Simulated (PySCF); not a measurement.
C₆H₉P.
Numbering: `[CH2:1]=[CH:2][C@@H:3]1[PH:4][C@H:5]1[CH:6]=[CH2:7]` (hydrogens: H8, H9 on C1; H10 on C2; H11 on C3; H12 on P4; H13 on C5; H14 on C6; H15, H16 on C7)

All values: wB97X-D/def2-SVPD (PySCF, non-relativistic), on one gas-phase PBE0-D3(BJ)/def2-SVP geometry that isn't relaxed in the solvent. The solvent is an IEF-PCM continuum (cavity from Bondi-type radii × 1.2), and excitations are vertical TDDFT with non-equilibrium linear response and a frozen core. Only the electrostatic response of the medium enters.

Gas-phase singlets (H = HOMO, L = LUMO):

```tsv
state	E (eV)	λ (nm)	f	leading configurations
S1	5.811	213	0.398	H→L 84%
S2	6.028	206	0.116	H-1→L 78%
S3	6.351	195	0.130	H-1→L+2 36%, H-1→L+1 29%, H→L+2 12%
S4	6.655	186	0.081	H→L+2 61%, H-1→L+1 8%
S5	6.742	184	0.283	H-1→L+1 32%, H-1→L+2 31%, H→L+1 22%
```

**Question.** Give the list for acetonitrile (ε = 35.69), n² = 1.81.

**Answer.** 
```csv
state,E (eV),λ (nm),f,leading configurations,change by rank (eV)
S1,5.721,217,0.559,H→L 85%,-0.090
S2,5.930,209,0.219,H-1→L 83%,-0.098
S3,6.371,195,0.202,"H-1→L+1 40%, H-1→L+2 25%, H→L+1 12%",+0.020
S4,6.628,187,0.320,"H→L+1 60%, H-1→L+1 12%, H→L+2 8%",-0.027
S5,6.740,184,0.225,"H-1→L+2 43%, H-1→L+1 29%, H-2→L 12%",-0.002
```

**Question.** The ground-state energy changes by -0.163 eV from gas to acetonitrile. By how much does the total energy of gas-phase S1 change?

**Answer.** E(S1) = E(S0) + excitation energy, so it changes by -0.163 − 0.090 = -0.253 eV: it is lowered more than the ground state, which is what a red shift means. This is the vertical state, with the slow part of the continuum still set for S0.

**Question.** How do the frontier levels move from gas to acetonitrile?

**Answer.** 
```csv
orbital,gas (eV),solvent (eV),change (eV)
LUMO+2,2.14,2.31,+0.17
LUMO+1,1.90,1.94,+0.04
LUMO,1.12,1.14,+0.02
HOMO,-8.62,-8.59,+0.03
HOMO-1,-8.76,-8.72,+0.04
HOMO-2,-10.20,-10.16,+0.04
HOMO-3,-11.06,-11.01,+0.05
```

The HOMO–LUMO gap goes from 9.73 to 9.73 eV.

Shape of the structure used: `[CH2:1]=[CH:2][C@@H:3]1[PH:4][C@H:5]1[CH:6]=[CH2:7]`: C1–C2–C3–P4 -134°, P4–C5–C6–C7 -131°.

The pairwise dispersion term of wB97X-D wasn't added to the energies; at a given geometry it leaves orbitals and properties as they are.
